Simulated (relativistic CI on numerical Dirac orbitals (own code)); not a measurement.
## Level scheme of Ba35+

Computed by Dirac-Coulomb-Breit CI, orbitals from a KLI potential per configuration, QED by a radiative potential, unscaled Slater integrals (own radial code, finite nucleus).

Configurations in the expansion (outside the closed core [Ne]): 3s²3p⁶3d³, 3s²3p⁵3d⁴, 3s3p⁶3d⁴, 3s²3p⁶3d²4s, 3s²3p⁶3d²4p, 3s²3p⁶3d²4d, 3s²3p⁵3d³4s, 3s²3p⁶3d²4f, 3s²3p⁵3d³4p, 3s3p⁶3d³4s, 3p⁶3d⁴4p, 3s3p⁶3d³4p, 3s²3p⁶3d4s4p, 3s²3p⁶3d²5s, 3s²3p⁶3d²5p, 3s²3p⁶3d²5d, 3s²3p⁶3d4p4d, 3s²3p⁶3d²5f, 3s²3p⁶3d²5g, 3s²3p⁶3d²6s, 3s3p⁶3d²4s4p, 3p⁶3d⁵, 3p⁵3d⁶, 3p⁵3d⁵4s, 3p⁶3d⁴4s, 3p⁵3d⁴4s², 3s²3p⁶3d4s², 3s²3p⁶4s²4p, 3s²3p⁶4s²4d, 3s²3p⁶3d4p², 3s²3p⁶4s4p², 3s²3p⁶4p³, 3s²3p⁶4p²4d, 3s²3p⁵3d4s4p², 3s²3p⁶3d4s4d, 3s²3p⁶4s4p4d, 3s²3p⁶4s4d², 3s²3p⁵3d4s²4d, 3s²3p⁶3d4d², 3s²3p⁶4p4d², 3s²3p⁶4d³, 3s²3p⁵3d4s4d², 3s3p⁶3d²4s², 3s3p⁶3d4s²4p, 3s3p⁶3d4s²4d. Double excitations out of closed p, d and f shells are left out; levels of such configurations are missing from the list, as are those of other unlisted configurations, and high levels can miss mixing partners. These lack a partner that the ground configuration has and come out too high: 3s²3p⁵3d³4p.

The lowest level is 3s²3p⁶3d³ ⁴F3/2, with 63 % of that term; Hund's rules for 3s²3p⁶3d³ give ⁴F with J = 3/2, in agreement.

| No. | Configuration | Term | J | E (cm⁻¹) | % | Landé g | Lifetime (s) | jj configuration (%) |
| --- | --- | --- | --- | --- | --- | --- | --- | --- |
| 1 | 3s²3p⁶3d³ | ⁴F | 3/2 | 0 | 63 | 0.597 |  | 3d3/2^3 (90) |
| 2 | 3s²3p⁶3d³ | ⁴F | 5/2 | 108761 | 89 | 1.041 | 2.57e-05 | 3d3/2^2 3d5/2 (96) |
| 3 | 3s²3p⁶3d³ | ⁴P | 3/2 | 156412 | 42 | 1.269 | 2.52e-05 | 3d3/2^2 3d5/2 (92) |
| 4 | 3s²3p⁶3d³ | ⁴F | 7/2 | 157664 | 58 | 1.104 | 3.73e-04 | 3d3/2^2 3d5/2 (82) |
| 5 | 3s²3p⁶3d³ | ²G | 9/2 | 170559 | 43 | 1.095 | 4.29e-02 | 3d3/2^2 3d5/2 (93) |
| 6 | 3s²3p⁶3d³ | ⁴P | 1/2 | 182179 | 64 | 1.943 | 7.28e-05 | 3d3/2^2 3d5/2 (99) |
| 7 | 3s²3p⁶3d³ | ⁴P | 5/2 | 276566 | 73 | 1.456 | 4.68e-05 | 3d3/2^2 3d5/2 (61) |
| 8 | 3s²3p⁶3d³ | ²G | 7/2 | 278399 | 55 | 1.035 | 1.06e-05 | 3d3/2 3d5/2^2 (89) |
| 9 | 3s²3p⁶3d³ | ⁴F | 9/2 | 294829 | 52 | 1.126 | 1.84e-05 | 3d3/2 3d5/2^2 (86) |
| 10 | 3s²3p⁶3d³ | ²D | 3/2 | 327790 | 42 | 1.153 | 6.84e-06 | 3d3/2 3d5/2^2 (98) |
| 11 | 3s²3p⁶3d³ | ²P | 1/2 | 343269 | 64 | 1.382 | 1.22e-05 | 3d3/2 3d5/2^2 (99) |
| 12 | 3s²3p⁶3d³ | ²H | 11/2 | 354121 | 100 | 1.085 | 3.95e-05 | 3d3/2 3d5/2^2 (100) |
| 13 | 3s²3p⁶3d³ | ²D | 5/2 | 376647 | 86 | 1.163 | 1.75e-05 | 3d3/2 3d5/2^2 (65) |
| 14 | 3s²3p⁶3d³ | ²F | 5/2 | 396835 | 64 | 1.048 | 2.01e-05 | 3d3/2 3d5/2^2 (86) |
| 15 | 3s²3p⁶3d³ | ²F | 7/2 | 414456 | 89 | 1.113 | 2.47e-05 | 3d3/2 3d5/2^2 (94) |
| 16 | 3s²3p⁶3d³ | ²G | 9/2 | 456106 | 57 | 1.115 | 7.66e-06 | 3d5/2^3 (92) |
| 17 | 3s²3p⁶3d³ | ²P | 3/2 | 475832 | 51 | 1.152 | 7.96e-06 | 3d5/2^3 (57) |
| 18 | 3s²3p⁶3d³ | ²D | 3/2 | 578459 | 89 | 0.865 | 7.27e-06 | 3d3/2 3d5/2^2 (57) |
| 19 | 3s²3p⁶3d³ | ²D | 5/2 | 614139 | 70 | 1.150 | 4.21e-06 | 3d5/2^3 (84) |
| 20 | 3s²3p⁵3d⁴ | ⁶D° | 3/2 | 1560569 | 21 | 1.616 | 8.62e-10 | 3p3/2^3 3d3/2^4 (80) |
| 21 | 3s²3p⁵3d⁴ | ⁶D° | 5/2 | 1624938 | 46 | 1.564 | 5.97e-10 | 3p3/2^3 3d3/2^3 3d5/2 (80) |
| 22 | 3s²3p⁵3d⁴ | ⁶D° | 7/2 | 1657788 | 51 | 1.474 | 6.52e-10 | 3p3/2^3 3d3/2^3 3d5/2 (53) |
| 23 | 3s²3p⁵3d⁴ | ⁶D° | 1/2 | 1669958 | 43 | 2.274 | 1.53e-10 | 3p3/2^3 3d3/2^3 3d5/2 (83) |
| 24 | 3s²3p⁵3d⁴ | ⁶D° | 9/2 | 1677709 | 39 | 1.387 | 1.11e-09 | 3p3/2^3 3d3/2^3 3d5/2 (59) |
| 25 | 3s²3p⁵3d⁴ | ⁴F° | 3/2 | 1702720 | 25 | 1.236 | 4.58e-10 | 3p3/2^3 3d3/2^3 3d5/2 (82) |
| 26 | 3s²3p⁵3d⁴ | ⁴G° | 11/2 | 1729529 | 37 | 1.263 | 1.55e-09 | 3p3/2^3 3d3/2^3 3d5/2 (77) |
| 27 | 3s²3p⁵3d⁴ | ²F° | 7/2 | 1737214 | 22 | 1.094 | 3.96e-10 | 3p3/2^3 3d3/2^3 3d5/2 (88) |
| 28 | 3s²3p⁵3d⁴ | ⁶P° | 3/2 | 1748223 | 22 | 1.601 | 2.70e-10 | 3p3/2^3 3d3/2^3 3d5/2 (65) |
| 29 | 3s²3p⁵3d⁴ | ⁴F° | 5/2 | 1758827 | 40 | 1.145 | 2.46e-10 | 3p3/2^3 3d3/2^3 3d5/2 (76) |
| 30 | 3s²3p⁵3d⁴ | ⁴D° | 5/2 | 1776941 | 32 | 1.378 | 4.49e-10 | 3p3/2^3 3d3/2^3 3d5/2 (61) |
| 31 | 3s²3p⁵3d⁴ | ⁶F° | 9/2 | 1787831 | 22 | 1.172 | 8.10e-10 | 3p3/2^3 3d3/2^3 3d5/2 (48) |
| 32 | 3s²3p⁵3d⁴ | ⁴F° | 7/2 | 1800662 | 36 | 1.290 | 6.20e-10 | 3p3/2^3 3d3/2^3 3d5/2 (49) |
| 33 | 3s²3p⁵3d⁴ | ⁴F° | 9/2 | 1806491 | 29 | 1.292 | 5.26e-10 | 3p3/2^3 3d3/2^2 3d5/2^2 (45) |
| 34 | 3s²3p⁵3d⁴ | ⁴D° | 1/2 | 1818715 | 47 | 0.981 | 1.32e-10 | 3p3/2^3 3d3/2^2 3d5/2^2 (89) |
| 35 | 3s²3p⁵3d⁴ | ⁴F° | 7/2 | 1821679 | 28 | 1.249 | 1.08e-10 | 3p3/2^3 3d3/2^2 3d5/2^2 (52) |
| 36 | 3s²3p⁵3d⁴ | ⁴F° | 3/2 | 1822352 | 28 | 1.319 | 9.56e-11 | 3p3/2^3 3d3/2^2 3d5/2^2 (81) |
| 37 | 3s²3p⁵3d⁴ | ⁴H° | 11/2 | 1829796 | 29 | 1.186 | 4.82e-10 | 3p3/2^3 3d3/2^2 3d5/2^2 (78) |
| 38 | 3s²3p⁵3d⁴ | ⁴F° | 5/2 | 1859879 | 42 | 1.093 | 5.15e-11 | 3p3/2^3 3d3/2^2 3d5/2^2 (79) |
| 39 | 3s²3p⁵3d⁴ | ⁴H° | 13/2 | 1862005 | 52 | 1.164 | 2.85e-10 | 3p3/2^3 3d3/2^2 3d5/2^2 (94) |
| 40 | 3s²3p⁵3d⁴ | ⁴D° | 7/2 | 1865666 | 30 | 1.113 | 5.74e-11 | 3p3/2^3 3d3/2^2 3d5/2^2 (91) |
| 41 | 3s²3p⁵3d⁴ | ⁴P° | 3/2 | 1871075 | 32 | 1.478 | 1.34e-10 | 3p3/2^3 3d3/2^2 3d5/2^2 (81) |
| 42 | 3s²3p⁵3d⁴ | ⁴G° | 11/2 | 1874474 | 34 | 1.183 | 3.26e-10 | 3p3/2^3 3d3/2^2 3d5/2^2 (83) |
| 43 | 3s²3p⁵3d⁴ | ⁴H° | 9/2 | 1881902 | 27 | 1.107 | 7.32e-11 | 3p3/2^3 3d3/2^2 3d5/2^2 (68) |
| 44 | 3s²3p⁵3d⁴ | ⁴G° | 7/2 | 1884344 | 34 | 1.053 | 8.39e-11 | 3p3/2^3 3d3/2^2 3d5/2^2 (65) |
| 45 | 3s²3p⁵3d⁴ | ⁴I° | 15/2 | 1885707 | 65 | 1.147 | 4.64e-03 | 3p3/2^3 3d3/2^2 3d5/2^2 (94) |
| 46 | 3s²3p⁵3d⁴ | ⁴P° | 5/2 | 1889834 | 23 | 1.215 | 2.93e-11 | 3p3/2^3 3d3/2^2 3d5/2^2 (74) |
| 47 | 3s²3p⁵3d⁴ | ⁴D° | 1/2 | 1891305 | 40 | 0.589 | 5.53e-12 | 3p3/2^3 3d3/2^3 3d5/2 (80) |
| 48 | 3s²3p⁵3d⁴ | ⁴P° | 5/2 | 1894212 | 37 | 1.384 | 7.72e-11 | 3p3/2^3 3d3/2^2 3d5/2^2 (76) |
| 49 | 3s²3p⁵3d⁴ | ²H° | 9/2 | 1899480 | 31 | 1.073 | 1.10e-10 | 3p3/2^3 3d3/2^2 3d5/2^2 (90) |
| 50 | 3s²3p⁵3d⁴ | ²F° | 5/2 | 1925812 | 34 | 0.958 | 3.94e-11 | 3p3/2^3 3d3/2^2 3d5/2^2 (73) |
| 51 | 3s²3p⁵3d⁴ | ⁴D° | 7/2 | 1926052 | 45 | 1.228 | 3.85e-11 | 3p3/2^3 3d3/2^2 3d5/2^2 (88) |
| 52 | 3s²3p⁵3d⁴ | ²I° | 13/2 | 1936126 | 49 | 1.118 | 6.22e-09 | 3p3/2^3 3d3/2^2 3d5/2^2 (93) |
| 53 | 3s²3p⁵3d⁴ | ⁴F° | 3/2 | 1941671 | 40 | 0.899 | 2.77e-11 | 3p3/2^3 3d3/2^2 3d5/2^2 (80) |
| 54 | 3s²3p⁵3d⁴ | ⁴F° | 9/2 | 1942869 | 36 | 1.175 | 5.15e-11 | 3p3/2^3 3d3/2^2 3d5/2^2 (77) |
| 55 | 3s²3p⁵3d⁴ | ²H° | 11/2 | 1949524 | 44 | 1.093 | 2.60e-11 | 3p3/2^3 3d3/2^2 3d5/2^2 (92) |
| 56 | 3s²3p⁵3d⁴ | ⁴G° | 5/2 | 1960583 | 53 | 0.749 | 2.17e-12 | 3p3/2^3 3d3/2^3 3d5/2 (62) |
| 57 | 3s²3p⁵3d⁴ | ⁴G° | 9/2 | 1960646 | 35 | 1.201 | 3.98e-11 | 3p3/2^3 3d3/2 3d5/2^3 (60) |
| 58 | 3s²3p⁵3d⁴ | ⁴G° | 11/2 | 1978899 | 48 | 1.176 | 8.80e-11 | 3p3/2^3 3d3/2^2 3d5/2^2 (62) |
| 59 | 3s²3p⁵3d⁴ | ⁴D° | 1/2 | 1987493 | 40 | 0.818 | 6.86e-11 | 3p3/2^3 3d3/2^2 3d5/2^2 (62) |
| 60 | 3s²3p⁵3d⁴ | ²D° | 3/2 | 1989229 | 24 | 1.216 | 2.29e-11 | 3p3/2^3 3d3/2 3d5/2^3 (66) |
| 61 | 3s²3p⁵3d⁴ | ²F° | 7/2 | 2000268 | 27 | 1.109 | 6.60e-12 | 3p3/2^3 3d3/2^2 3d5/2^2 (79) |
| 62 | 3s²3p⁵3d⁴ | ²D° | 3/2 | 2003888 | 28 | 1.052 | 1.56e-11 | 3p3/2^3 3d3/2^2 3d5/2^2 (66) |
| 63 | 3s²3p⁵3d⁴ | ⁴F° | 3/2 | 2014659 | 26 | 0.949 | 5.08e-12 | 3p3/2^3 3d3/2^2 3d5/2^2 (55) |
| 64 | 3s²3p⁵3d⁴ | ⁴G° | 11/2 | 2023743 | 32 | 1.150 | 1.63e-11 | 3p3/2^3 3d3/2 3d5/2^3 (58) |
| 65 | 3s²3p⁵3d⁴ | ²G° | 9/2 | 2026763 | 34 | 1.095 | 1.02e-11 | 3p3/2^3 3d3/2^2 3d5/2^2 (61) |
| 66 | 3s²3p⁵3d⁴ | ⁴D° | 7/2 | 2030464 | 31 | 1.169 | 2.71e-11 | 3p3/2^3 3d3/2^2 3d5/2^2 (51) |
| 67 | 3s²3p⁵3d⁴ | ⁴P° | 5/2 | 2031262 | 31 | 1.287 | 2.56e-11 | 3p3/2^3 3d3/2 3d5/2^3 (57) |
| 68 | 3s²3p⁵3d⁴ | ²D° | 5/2 | 2033859 | 35 | 1.176 | 1.82e-11 | 3p3/2^3 3d3/2^2 3d5/2^2 (68) |
| 69 | 3s²3p⁵3d⁴ | ²D° | 3/2 | 2041643 | 40 | 0.974 | 2.79e-12 | 3p3/2^3 3d3/2^3 3d5/2 (41) |
| 70 | 3s²3p⁵3d⁴ | ⁴H° | 13/2 | 2043140 | 67 | 1.182 | 3.27e-10 | 3p3/2^3 3d3/2 3d5/2^3 (99) |

Energies count from the lowest computed level; ° marks odd parity; lifetimes are radiative, by E1, M1, E2, M2, E3 decay to levels of this space only. Filled j subshells are mostly left out of the jj labels.

The mean weight of the leading LS term, summed over parents, in these 70 levels is 44 %, and that of the leading jj configuration (from the same eigenvectors) 76 %, so jj coupling describes them better and the LS labels are nominal.

At this charge energies of transitions that change n are usually good to better than 1 %, and those within a shell (Δn = 0) to a few per cent. Terms inside the open d or f shell come out 10 to 20 % too wide with unscaled integrals.

LS names give the leading component of a level, which can be under half, so a name can repeat, a term be missing and a line seem to break the LS rules.
